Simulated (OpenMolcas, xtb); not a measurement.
# InPH6 (SMILES [PH3+][InH3-]): the electronic atomisation energy, rung by rung

InPH6: 8 atoms, total charge 0, spin state singlet. SMILES: `[PH3+][InH3-]`. Geometry: relaxed at PBE0-D4/def2-TZVP.

| atom | x (Å) | y (Å) | z (Å) |
| --- | --- | --- | --- |
| P | -0.5933 | 0.0626 | -1.0266 |
| In | 0.8220 | -0.0999 | 1.3628 |
| H | -1.9975 | -0.0772 | -1.0218 |
| H | -0.3189 | -0.8557 | -2.0621 |
| H | -0.5268 | 1.2405 | -1.8008 |
| H | 0.0233 | 1.2408 | 2.1119 |
| H | 2.3761 | 0.1407 | 0.6389 |
| H | 0.3074 | -1.7088 | 1.7418 |

Quantity: the electronic atomisation energy, in eV. The values are calculated. Electronic energies at fixed atoms, without zero-point motion or spin-orbit coupling.

```
                            level                   kind     program  value (eV)  less CCSD(T)/def2-SVP
                         GFN2-xTB         semi-empirical         xtb       24.00                  +6.80
     HF/def2-SVP (core potential)           Hartree–Fock  OpenMolcas       13.05                  -4.15
  SVWN5/def2-SVP (core potential)                    LDA  OpenMolcas       20.61                  +3.41
    PBE/def2-SVP (core potential)                    GGA  OpenMolcas       17.86                  +0.66
   TPSS/def2-SVP (core potential)               meta-GGA  OpenMolcas       18.83                  +1.63
 r2SCAN/def2-SVP (core potential)               meta-GGA  OpenMolcas       18.20                  +1.00
  B3LYP/def2-SVP (core potential)          global hybrid  OpenMolcas       18.13                  +0.93
CCSD(T)/def2-SVP (core potential)  coupled cluster or CI  OpenMolcas       17.20                   0.00
```

CCSD(T)/def2-SVP (core potential) is the highest level here, not the true value. The values span 13.05 to 24.00 eV. The xTB rows lack spin polarisation, so open shells miss the exchange term that lowers them. In the correlated wave-function rows the outer d shell of In is correlated, in sets not made for it.
